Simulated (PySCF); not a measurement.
silanone cation (H2OSi), SMILES [SiH2]=O (connectivity only; charge and spin as stated), charge +1, multiplicity 2. Geometry optimised at PBE-D3(BJ)/def2-TZVP. The spin state was assumed, not searched.

The numbers are results of PBE-D3(BJ)/def2-TZVP in PySCF, not measurements.

Harmonic wavenumbers (cm⁻¹): 403, 604, 766, 940, 2115, 2181. Rotational constants (GHz): 137.8, 17.31, 15.38; symmetry number 2.

Q: Work out the zero-point energy and the ideal-gas rigid-rotor harmonic-oscillator thermochemistry at 298.15 K and 1 atm.

A: ZPE = ½ Σ hcν = ½ × 7008 cm⁻¹ = 41.92 kJ/mol. H − E(el) = 53.41 kJ/mol. Entropy in J/(mol K): translation 156.52, rotation 76.70, vibration 7.33, spin 5.76, total 246.32. G − E(el) = -20.03 kJ/mol. Cp = 48.56 J/(mol K).
